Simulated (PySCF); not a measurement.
**Distorted geometries of OsO2(OH)2**

OsO2(OH)2 (singlet). PySCF 2.14.0, RKS PBE0, Os def2-SVP with ECP60, O def2-SVP, H def2-SVP; non-relativistic Hamiltonian with scalar-relativistic core potentials where named; density fitting; no spin-orbit coupling. Relaxed geometry:

```xyz
7

Os    0.0000    0.0000    0.3112
O     1.0603    1.0335    1.1169
O    -1.0603   -1.0335    1.1169
O     0.8896   -0.9177   -1.0733
H     0.6166   -0.6508   -1.9703
O    -0.8896    0.9177   -1.0733
H    -0.6166    0.6508   -1.9703
```

**Question.** Order these distorted geometries by energy above the relaxed one, lowest first.
A.
```xyz
7

Os   -0.0591   -0.0004    0.4312
O     0.9434    1.1209    1.1197
O    -0.9820   -0.9855    1.0546
O     0.9662   -1.0270   -1.1396
H     0.6029   -0.6418   -1.9447
O    -0.9105    0.9323   -1.0757
H    -0.5609    0.6015   -1.9877
```
B.
```xyz
7

Os   -0.0970    0.1303    0.4072
O     0.9603    0.9555    1.1109
O    -1.1670   -1.1695    1.3691
O     1.1792   -0.9845   -1.2159
H     0.6552   -0.6442   -2.1743
O    -0.7210    0.9846   -1.0261
H    -0.8095    0.7277   -2.0131
```
C.
```xyz
7

Os    0.0058    0.0360    0.3893
O     1.0543    0.9892    1.1372
O    -1.0065   -1.0596    1.0908
O     0.8691   -0.9322   -1.1153
H     0.5809   -0.6541   -1.9525
O    -0.8682    0.9753   -1.1297
H    -0.6355    0.6454   -1.9619
```

**Answer.** C (0.70 eV), A (2.53 eV), B (4.78 eV).

**Question.** Which forces (eV/Å) act in the one that lies 2.53 eV up?

**Answer.** 
```
Os   11.81   9.98 -15.48
O     1.68   1.87   2.35
O   -12.24 -12.71   9.19
O    -1.54   1.59   2.93
H     0.00  -0.05  -0.33
O     1.15  -1.48  -0.91
H    -0.87   0.80   2.25
```
Forces carry noise of the integration grid, about 0.01 to 0.03 eV/Å.
